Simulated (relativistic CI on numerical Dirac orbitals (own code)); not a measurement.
**V+ in a cubic cluster: L2,3 absorption with charge transfer**

Computed with a charge-transfer multiplet model of a cubic metal-ligand cluster with up to one ligand hole, Slater and spin-orbit integrals from Dirac-Coulomb-Breit ions, Slater integrals scaled by 0.8. The ground state mixes d4 with configurations of k ligand holes L, whose averages lie at kΔ + k(k − 1)U_dd/2; a core hole lowers each added d electron by U_cd. 20 K, Lorentzian 0.4 eV and Gaussian 0.3 eV FWHM.

Atomic integrals in eV (Slater integrals scaled, ζ unscaled), ground: F2dd 6.042, F4dd 3.713, zeta_d 0.015; with the core hole: F2dd 6.837, F4dd 4.214, zeta_d 0.025, zeta_core 4.617, F2cd 3.745, G1cd 2.648, G3cd 1.501.

Cluster parameters (eV): Δ = 6.2, U_dd = 5.8, U_cd = 6.8, 10Dq(ligand) = 1.3, V(eg) = 1.3, V(t2g) = -0.71, final-state hopping factor = 0.8.

| Case | n_d | d4 | d5L | S |
| --- | --- | --- | --- | --- |
| 10Dq = 0.25 eV | 4.13 | 0.87 | 0.13 | 2.00 |
| 10Dq = 0.55 eV | 4.13 | 0.87 | 0.13 | 2.00 |
| 10Dq = 1.45 eV | 4.11 | 0.89 | 0.11 | 1.99 |

Weights, n_d and S are thermal averages at 20 K. Photon energies count from the first peak over 30 % of the highest in each spectrum, which can be another peak from case to case. The parameters are a model scan and need not match a compound or its usual spin state. Peaks in eV (height, largest 100):
- 10Dq = 0.25 eV: -2.7 (7), 0.0 (100), 4.5 (20), 5.4 (26), 6.6 (23), 8.0 (43)
- 10Dq = 0.55 eV: -2.7 (7), 0.0 (100), 4.5 (20), 5.4 (27), 6.4 (24), 7.8 (44)
- 10Dq = 1.45 eV: 0.0 (66), 1.4 (100), 2.3 (65), 6.0 (17), 6.8 (40), 8.4 (30), 9.1 (34)

For the case 10Dq = 0.55 eV, Δ = 6.2 eV is larger than U_dd = 5.8 eV, the Mott-Hubbard side of the Zaanen-Sawatzky-Allen scheme. With the core hole the configuration with one ligand hole lies at Δ + U_dd − U_cd = 5.2 eV above the one without, against Δ in the ground state. The added d electron screens the hole, so the order of the configurations is kept and charge-transfer satellites are weaker than in photoemission.

With at most 1 ligand hole the space is cut while the next configuration still counts, so covalency is underestimated, and a final configuration with one more ligand hole, which can lie low, is missing from the spectra.
